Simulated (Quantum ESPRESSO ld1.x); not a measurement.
Values are calculated unless marked as measured or tabulated.
Problem. Ionisation of the thulium ion Tm+, [Xe] 4f13 6s1, to Tm2+, [Xe] 4f13, under several functionals. Scalar-relativistic Kohn-Sham, spin-polarised, spherical densities, point nucleus; open shells are filled with parallel spins first; ld1.x of Quantum ESPRESSO 7.5. The NIST Atomic Spectra Database gives 12.07 eV (semi-empirical). Rank these functionals by the error of their Delta-SCF ionisation energy: exchange-only LDA; LDA (Slater exchange, Perdew-Zunger correlation); LDA (Slater exchange, VWN5 correlation); LDA (Slater exchange, Perdew-Zunger correlation) + SIC; LDA (Slater exchange, Perdew-Wang correlation) + SIC; LDA (Slater exchange, Perdew-Wang correlation).

Solution. From best to worst: exchange-only LDA 11.811 eV (-0.254); LDA (Slater exchange, Perdew-Zunger correlation) + SIC 12.321 eV (+0.256); LDA (Slater exchange, Perdew-Wang correlation) + SIC 12.325 eV (+0.260); LDA (Slater exchange, Perdew-Zunger correlation) 12.511 eV (+0.446); LDA (Slater exchange, Perdew-Wang correlation) 12.517 eV (+0.452); LDA (Slater exchange, VWN5 correlation) 12.521 eV (+0.456). Open shells are spherical and high-spin; term and fine-structure splittings are not resolved. Spin-orbit splitting is averaged out at the scalar-relativistic level.
